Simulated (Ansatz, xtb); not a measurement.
**H3SbSi: which of two structures lies lower**

Structure a: a triplet given by its coordinates. Structure b: `[SiH2]=[SbH]`, a singlet. Both are isolated molecules in the gas phase, relaxed with PBE0-D3(BJ)/def2-SVP.

a (Å):

| atom | x (Å) | y (Å) | z (Å) |
| --- | --- | --- | --- |
| Sb | -0.9093 | -1.7121 | -0.0323 |
| Si | 0.5575 | 0.3685 | 0.3465 |
| H | 0.2861 | -2.4683 | -1.0106 |
| H | -0.1205 | 1.6120 | -0.1559 |
| H | 0.8333 | 0.5840 | 1.8079 |

Close contacts (Å): Sb1–Si2 2.57, Sb1–H3 1.72, Si2–H4 1.50, Si2–H5 1.50.

b (Å):

```xyz
5

Sb   -0.2351   -2.0848    0.3516
Si    0.2754    0.2240    0.5785
H    -0.3078   -1.8325   -1.3481
H     0.4033    1.2126   -0.5312
H     0.5113    0.8648    1.9048
```

Which of the two would you expect CCSD(T)/def2-TZVPP electronic energies to favour?

Structure b; the calculation gives E(b) − E(a) = −23.6 kcal/mol.

Level by level:

```csv
level,geometry,E(b) − E(a) (kcal/mol),departure from the last row (kcal/mol),"job, with rough time for the two"
PBE0-D3(BJ)/def2-SVP,PBE0-D3(BJ)/def2-SVP,−18.8,+4.8,"optimisation, 2.6 min"
HF/def2-TZVPP,PBE0-D3(BJ)/def2-SVP,−1.3,+22.3,part of the CCSD(T) run
MP2/def2-TZVPP,PBE0-D3(BJ)/def2-SVP,−24.6,−1.0,part of the CCSD(T) run
CCSD(T)/def2-TZVPP,PBE0-D3(BJ)/def2-SVP,−23.6,,"single point, 4.7 min"
```

The levels shown agree on the order. The largest departure from CCSD(T)/def2-TZVPP is that of HF/def2-TZVPP, 22.3 kcal/mol. Levels run at GFN2-xTB geometries aren't shown.

With harmonic frequencies from PBE0-D3(BJ)/def2-SVP (ideal gas, rigid rotor, one conformer each, 298.15 K, 1 atm): on the last row, ΔE + ΔZPE = −22.9, ΔH = −23.1, ΔG = −21.9 kcal/mol.

Open shells are spin-unrestricted. The correlated steps freeze 9 core orbitals; the filled d shell of Sb is correlated, in a basis made for valence electrons. Atoms past krypton carry core potentials in the def2 sets and no spin–orbit term is included. ΔG holds the spin degeneracy. Run with Ansatz 0.2.0; the last row on 1 thread of AMD EPYC (Zen 3) on a shared host.
